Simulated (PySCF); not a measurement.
**Stretching LiZn⁺**

Set-up: Li pcseg-1, Zn pcseg-1; no relativity (PySCF 2.14). Energies in eV from Li⁺ + Zn in their ground configurations at the same level. State: ¹Σ⁺ (singlet), closed shell.

All columns are HSE06. A positive dipole points towards Zn; it is taken about the centre of mass and depends on that origin.

```json
{"R (Å)": "2.288", "E (eV)": "-0.464", "μ (D)": "-6.28", "Mulliken charge on Li (basis-dependent)": "0.64", "HOMO (eV)": "-12.27", "LUMO (eV)": "-6.76", "Mayer bond order": "0.60", "⟨S²⟩": "0.00"}
{"R (Å)": "2.395", "E (eV)": "-0.560", "μ (D)": "-6.69", "Mulliken charge on Li (basis-dependent)": "0.65", "HOMO (eV)": "-12.12", "LUMO (eV)": "-6.78", "Mayer bond order": "0.58", "⟨S²⟩": "0.00"}
{"R (Å)": "2.501", "E (eV)": "-0.614", "μ (D)": "-7.13", "Mulliken charge on Li (basis-dependent)": "0.67", "HOMO (eV)": "-11.97", "LUMO (eV)": "-6.80", "Mayer bond order": "0.56", "⟨S²⟩": "0.00"}
{"R (Å)": "2.581", "E (eV)": "-0.633", "μ (D)": "-7.47", "Mulliken charge on Li (basis-dependent)": "0.68", "HOMO (eV)": "-11.86", "LUMO (eV)": "-6.81", "Mayer bond order": "0.55", "⟨S²⟩": "0.00"}
{"R (Å)": "2.661", "E (eV)": "-0.638", "μ (D)": "-7.82", "Mulliken charge on Li (basis-dependent)": "0.69", "HOMO (eV)": "-11.75", "LUMO (eV)": "-6.82", "Mayer bond order": "0.53", "⟨S²⟩": "0.00"}
{"R (Å)": "2.741", "E (eV)": "-0.633", "μ (D)": "-8.19", "Mulliken charge on Li (basis-dependent)": "0.70", "HOMO (eV)": "-11.64", "LUMO (eV)": "-6.82", "Mayer bond order": "0.52", "⟨S²⟩": "0.00"}
{"R (Å)": "2.847", "E (eV)": "-0.613", "μ (D)": "-8.69", "Mulliken charge on Li (basis-dependent)": "0.71", "HOMO (eV)": "-11.49", "LUMO (eV)": "-6.83", "Mayer bond order": "0.50", "⟨S²⟩": "0.00"}
{"R (Å)": "2.980", "E (eV)": "-0.575", "μ (D)": "-9.35", "Mulliken charge on Li (basis-dependent)": "0.73", "HOMO (eV)": "-11.31", "LUMO (eV)": "-6.84", "Mayer bond order": "0.47", "⟨S²⟩": "0.00"}
{"R (Å)": "3.140", "E (eV)": "-0.518", "μ (D)": "-10.16", "Mulliken charge on Li (basis-dependent)": "0.75", "HOMO (eV)": "-11.10", "LUMO (eV)": "-6.86", "Mayer bond order": "0.44", "⟨S²⟩": "0.00"}
{"R (Å)": "3.353", "E (eV)": "-0.436", "μ (D)": "-11.29", "Mulliken charge on Li (basis-dependent)": "0.77", "HOMO (eV)": "-10.83", "LUMO (eV)": "-6.88", "Mayer bond order": "0.40", "⟨S²⟩": "0.00"}
```

A fit through these points gives, at Re = 2.657 Å, μ = -7.81 D and dμ/dR = -4.51 D/Å; the reduced mass is 6.322 u.

**Question.** How strong is the fundamental in the double-harmonic approximation, I = 42.26·(dμ/dR)²/μred km/mol?

**Answer.** I = 42.26·(-4.51)²/6.322 = 136 km/mol at HSE06.

Closed-shell solutions of metal pairs were not tested for spin polarisation, which can lower them a little. For an ion De counts to the pair picked by the measured ionisation energies or electron affinities, which need not be the lowest pair at this level.
